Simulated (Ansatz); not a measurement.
Basis sets compared for Ga10Sb10H28, a nanocrystal cut from zinc blende GaSb (hydrogen-capped). Charge 0, multiplicity 1. Geometry PBE-D4/def2-SVP. Ansatz on 11 threads of AMD EPYC 7R13 on a shared host and a whole NVIDIA H100 80GB HBM3; times are rough, and most runs start from earlier orbitals.

Cartesian coordinates in Å:
```
Ga -4.187 -2.193 -2.000
Ga 2.373 -0.858 -4.576
Ga 2.791 2.907 -1.336
Ga -4.164 0.576 1.620
Ga -0.404 3.459 2.064
Ga -0.627 0.423 -0.921
Ga 0.336 -3.675 -0.814
Ga 3.293 -0.968 0.331
Ga 0.104 -0.955 3.065
Ga 3.461 2.178 3.381
Sb -0.019 -0.188 -3.465
Sb -3.266 0.065 -0.820
Sb -2.364 -3.846 -0.875
Sb 0.219 2.875 -0.452
Sb 3.767 -1.337 -2.312
Sb 3.803 1.584 0.768
Sb -3.063 2.962 2.165
Sb -2.605 -0.978 3.153
Sb 0.804 1.584 3.498
Sb 0.659 -1.372 0.518
H -5.612 -2.517 -1.409
H -3.817 -2.087 -3.530
H 2.135 -2.230 -5.312
H 2.920 0.482 -5.194
H 3.293 4.394 -1.456
H 2.736 1.880 -2.551
H -5.704 0.480 1.945
H -0.162 4.947 2.535
H 0.772 -3.277 -2.293
H 0.902 -4.919 -0.032
H 4.089 -2.071 1.139
H 0.640 -1.976 4.144
H 3.534 3.742 3.591
H 4.233 1.092 4.225
H -0.716 1.098 -4.370
H -1.206 -1.353 -3.888
H -3.877 1.414 -1.699
H -2.834 -5.441 -1.317
H -2.843 -3.998 0.770
H -0.823 3.853 -1.415
H 5.300 -0.605 -2.571
H 4.329 -2.955 -2.450
H 5.507 1.647 0.524
H -3.899 4.086 1.170
H -3.708 3.526 3.656
H -3.175 -0.798 4.766
H -3.180 -2.582 2.933
H 0.255 1.925 5.095
```

In the def2 sets Sb takes a core potential; there is no spin–orbit coupling. Single mean-field runs in def2-SVP, def2-TZVP are fitted with def2-universal-jkfit.

Binding counts from free atoms (Ga doublet, Sb quartet, H doublet) in the same basis, without a counterpoise term.

```tsv
level	functions	energy (Eh)	HOMO (eV)	LUMO (eV)	binding per atom (eV)	wall time
PBE-D4/def2-SVP	720	-21662.8662	-5.73	-2.55	2.39	7 s
PBE0-D4/def2-SVP	720	-21663.4337	-6.60	-1.95	2.37	10 s
```

Estimate the rows for PBE-D4/def2-TZVP, PBE0-D4/def2-TZVP (with forces).


```json
{"level": "PBE-D4/def2-TZVP", "functions": "1148", "energy (Eh)": "-21665.4347", "HOMO (eV)": "-5.77", "LUMO (eV)": "-2.63", "binding per atom (eV)": "2.39", "wall time": "9 s"}
{"level": "PBE0-D4/def2-TZVP (with forces)", "functions": "1148", "energy (Eh)": "-21665.9803", "HOMO (eV)": "-6.61", "LUMO (eV)": "-2.00", "binding per atom (eV)": "2.38", "wall time": "18 s"}
```
